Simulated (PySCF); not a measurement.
A structure optimised at B3LYP-D3(BJ)/def2-SVP, used in a PySCF frequency run:

```
O
C 1 1.4160
H 2 1.1022 1 107.74
H 2 1.1058 3 108.10 1 121.50
H 2 1.1058 3 108.10 4 116.99
Sn 1 1.9728 2 120.90 3 180.00
H 6 1.7022 1 109.20 2 -180.00
Cl 6 2.3562 7 112.84 1 -119.62
Cl 6 2.3562 7 112.84 1 119.62
```
Charge 0, spin multiplicity 1.

Task: Write its SMILES, formula and point group.

Result: C[O][SnH]([Cl])[Cl], CH4Cl2OSn, Cs

Task: What are its rotational constants (standard atomic weights)?

Result: 1.7122, 1.5047, 1.0803 GHz
